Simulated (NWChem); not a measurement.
Molecule: SnBrClF2; SMILES [F][Sn]([F])([Cl])[Br]

```xyz
5

F     -1.3801     0.8197     1.5185
Sn    -0.2824     0.4260     0.0000
F     -1.3801     0.8197    -1.5185
Cl     1.5174     1.8673     0.0000
Br     0.3347    -1.9333     0.0000
```
Atoms are numbered in this order, from 1.

Level: PBE0/def2-SVP with def2 effective core potentials on Sn (NWChem), optimised geometry, unscaled harmonic frequencies. This build's default masses of Se (78.918 u) and Br (79.917 u) are each other's, which moves their modes by up to 0.6 %. def2 effective core potentials on Sn; no spin-orbit coupling.

Problem. List the harmonic frequencies with IR intensities, and the thermochemistry.

Solution. 
| frequency (cm⁻¹) | IR intensity (km/mol) |
|---|---|
| 86 | 1.0 |
| 114 | 2.4 |
| 134 | 10.2 |
| 167 | 36.1 |
| 173 | 22.7 |
| 281 | 33.1 |
| 408 | 52.3 |
| 658 | 55.6 |
| 672 | 57.1 |

```yaml
zero_point_energy: 3.8 kcal/mol
thermal correction to the enthalpy at 298.15 K (with zero-point energy): 9.0 kcal/mol
heat capacity Cv: 20.5 cal/(mol K)
entropy at 298.15 K and 1 atm (symmetry number 1): 90.3 cal/(mol K)
```

Rigid rotor and harmonic oscillator; modes under 100 cm⁻¹ make the entropy uncertain.
